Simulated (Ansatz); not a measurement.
An input meant for Si(CN)Cl3 (SiCNCl₃) (charge 0, singlet).

```yaml
crystal:
  periodic: [false, false, false]
  atoms:
    - {symbol: Si, position_ang: [-0.006528, -0.002973, -0.490560]}
    - {symbol: C, position_ang: [0.019350, 0.008024, 1.348624]}
    - {symbol: N, position_ang: [0.033806, 0.014573, 2.507553]}
    - {symbol: Cl, position_ang: [1.913465, -0.001031, -1.149399]}
    - {symbol: Cl, position_ang: [-0.984635, 1.661375, -1.117915]}
    - {symbol: Cl, position_ang: [-0.975458, -1.679979, -1.098292]}
basis:
  gaussian: {orbitals: cc-pVDZ}
hamiltonian: {xc: {name: HF}}
correlation: {method: mp2, frozen_orbitals: {Si: 9}}
scf: {lower_state_search: off}
```

```sh
$ ansatz run in.yaml --threads 2 --pin off --events-out ev --progress --plain --max-ram 32768MiB --backend cpu
```

Problem. Predict how Ansatz answers.

Solution. The input was rejected before any iteration. Frozen orbitals are typed for one element alone, and the program wants a count for each (the count typed has to fit that element's core, too).
```
Functional definition: HF
Error: "frozen_orbitals" has no count for C
```
